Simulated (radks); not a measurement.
Values are calculated unless marked as measured or tabulated.
Problem. Dipole-allowed excitations along the series with 29 electrons in [Ar] 3d10 4s1. Code: a radial shooting solver on a logarithmic mesh with Libxc functionals. Model: scalar-relativistic Kohn-Sham, PBE, spin-polarised, spherical densities, finite nucleus; open shells are filled with parallel spins first (spin-orbit coupling, left out, can overturn this in heavy ions); Fermi nuclear charge, rms radius of each element as measured or else 0.836 A^(1/3) + 0.57 fm. Time-dependent linear response with the Hartree and adiabatic LDA kernel, continuum included through the Sternheimer equations, no spin-orbit coupling, so fine structure and intercombination lines are absent. Lines are the poles of the dipole polarisability below minus the highest occupied eigenvalue, found on a grid refined at the orbital gaps; the lowest seven at most are given, and weak or close lines can be missed. The first line takes the name of the lowest orbital gap if no other gap lies below it; otherwise a line is named after a gap within 0.6 % of it, if that gap stands alone.

species  -e(HOMO) (eV)  lowest orbital gap (eV)  first line (eV)      f  static alpha (bohr^3)
Br6+            96.984             4s-4p 16.540   17.679 (4s-4p)  0.766                  2.136
Kr7+            119.50             4s-4p 18.601   19.860 (4s-4p)  0.752                  1.651
Rb8+            143.92             4s-4p 20.687   22.064 (4s-4p)  0.737                  1.306
Sr9+            170.23             4s-4p 22.805   24.298 (4s-4p)  0.723                  1.052

Estimate the first line of Zr11+, its oscillator strength and the static polarisability.

Solution. 28.879 eV (4s-4p), f = 0.696, alpha = 0.7136 bohr^3.
